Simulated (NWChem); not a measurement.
System: C$_{2}$H$_{2}$ClF; SMILES C=C(F)Cl

NWChem input:

```
start job
memory heap 200 mb stack 900 mb global 1100 mb
geometry units angstroms noautoz
  C     -1.185274     1.151332     0.000000
  C     -0.059255     0.448966     0.000000
  F      1.135441     1.007256     0.000000
  Cl     0.030311    -1.266138     0.000000
  H     -2.151289     0.650832     0.000000
  H     -1.132243     2.240633     0.000000
end
basis spherical
  * library 6-31+g*
end
dft
  xc xpbe96 cpbe96
  iterations 150
end
tddft
  nroots 8
  notriplet
end
task tddft energy
```

Geometry: optimised at PBE0/def2-SVP.

Vertical excitations in the gas phase.

**Question.** Predict the main results of this run. (PBE/6-31+G* (spherical d), full TDDFT.) Quantities: lowest excitation, singlet (eV); oscillator strength of that lowest state; lowest state with f > 0.02, singlet (eV); oscillator strength of that bright state; orbital gap (eV).

**Answer.** 
```json
{
  "lowest excitation, singlet (eV)": "6.03",
  "oscillator_strength_of_that_lowest_state": "0.003",
  "lowest state with f > 0.02, singlet (eV)": "6.56",
  "oscillator_strength_of_that_bright_state": "0.259",
  "orbital gap (eV)": "5.25"
}
```
